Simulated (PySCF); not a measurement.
CH2ClFO2Si, SMILES F[Si@@H](Cl)OC=O. Heavy atoms are numbered as in [O:1]=[CH:2][O:3][Si@@H:4]([F:5])[Cl:6]. Hydrogens are named by the atom that carries them.

Coordinates come from a B3LYP-D3(BJ)/def2-SVP optimisation. The structure was generated by enumeration; whether it is a known compound was not checked. One conformer was computed; it need not be the lowest.

The numbers are results of PySCF with PBE/pcSseg-1, not measurements.

GIAO shieldings, no solvent; atoms alike by connectivity are averaged. δ = σ(ref) − σ: ¹⁷O against H2O (σ = 334.3 ppm); ¹³C against TMS (σ = 182.0 ppm); ²⁹Si against TMS (σ = 335.4 ppm); ¹⁹F against CFCl3 (σ = 133.6 ppm); ³⁵Cl against HCl (σ = 936.5 ppm); ¹H against TMS (σ = 31.49 ppm), references at their B3LYP-D3(BJ)/def2-TZVP geometries, non-relativistic (without spin–orbit terms, shifts of atoms bonded to Cl or Br come out too high).

**Question.** Estimate the chemical shifts. (Estimate from the structure and the level; the computed values follow.)

**Answer.** 
```csv
nucleus,atoms,count,δ (ppm)
¹⁷O,O1,1,493.2
¹⁷O,O3,1,267.3
¹³C,C2 (CH),1,160.4
²⁹Si,Si4 (SiH),1,-28.2
¹⁹F,F5,1,-147.6
³⁵Cl,Cl6,1,109.1
¹H,H on C2,1,8.12
¹H,H on Si4,1,5.57
```
